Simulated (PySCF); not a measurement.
Compound: C₄H₁₃BN (charge -1).
Cartesian coordinates in Å at the GFN2-xTB level; atoms count from 1:
```
atom  x, y, z in Å
C1    -1.7575   -0.9137   -0.6663
B2    -1.3873   -0.0453    0.6985
N3    -0.0186    0.6967    0.6318
C4     0.1246    1.7022   -0.3703
C5     1.1872   -0.0081    0.9059
C6     1.7898   -0.8683   -0.2337
H7    -2.7956   -1.2594   -0.6351
H8    -1.6530   -0.3208   -1.5796
H9    -1.1405   -1.8083   -0.7966
H10   -2.2460    0.8144    0.8618
H11   -1.3575   -0.7885    1.6680
H12    0.9879    2.3582   -0.1480
H13   -0.7792    2.3131   -0.3772
H14    0.2704    1.3248   -1.4069
H15    0.9884   -0.6698    1.7545
H16    1.9779    0.7128    1.2150
H17    2.1020   -0.2389   -1.0656
H18    1.0396   -1.5668   -0.5888
H19    2.6576   -1.4251    0.1251
```

A PySCF run (density fitting, gas phase, GFN2-xTB geometry) gave HOMO -1.28 eV, LUMO 3.84 eV and E = -246.415 Eh.

Question: Which of these levels was it?
A. WP04/IGLO-II
B. PBE0/pcSseg-0
C. BLYP/pcSseg-1
D. PBE0/pcSseg-1
E. PBE0/def2-SVPD

Answer: A. It is WP04/IGLO-II. All candidates on this geometry:

```json
{"level and settings": "BLYP/pcSseg-1, start guess vsap", "kind": "GGA", "basis functions": "167", "SCF cycles": "15", "E (Eh)": "-239.6978", "HOMO (eV)": "1.13", "LUMO (eV)": "4.53"}
{"level and settings": "PBE0/def2-SVPD, start guess huckel, fitting basis def2-qzvpp-jkfit", "kind": "global hybrid", "basis functions": "224", "SCF cycles": "12", "E (Eh)": "-239.4188", "HOMO (eV)": "-0.35", "LUMO (eV)": "4.21"}
{"level and settings": "WP04/IGLO-II", "kind": "global hybrid fitted to proton shifts", "basis functions": "210", "SCF cycles": "14", "E (Eh)": "-246.4148", "HOMO (eV)": "-1.28", "LUMO (eV)": "3.84"}
{"level and settings": "PBE0/pcSseg-1", "kind": "global hybrid", "basis functions": "167", "SCF cycles": "13", "E (Eh)": "-239.5436", "HOMO (eV)": "-0.21", "LUMO (eV)": "5.34"}
{"level and settings": "PBE0/pcSseg-0, energy threshold 1e-06 Eh, damping 0.3 at the start, DIIS from the seventh cycle", "kind": "global hybrid", "basis functions": "80", "SCF cycles": "10", "E (Eh)": "-239.0331", "HOMO (eV)": "0.08", "LUMO (eV)": "6.10"}
```

The nearest other candidate, by the summed differences of HOMO and LUMO, is PBE0/def2-SVPD: its HOMO differs by +0.93 eV and its LUMO by +0.37 eV. Cycle counts include a coarse-grid stage where the run had one. WP04 was designed for NMR shieldings or shifts; total energies of different functionals aren't comparable. The HOMO energy is positive at BLYP/pcSseg-1 and PBE0/pcSseg-0; such an orbital is held in place by the finite basis.
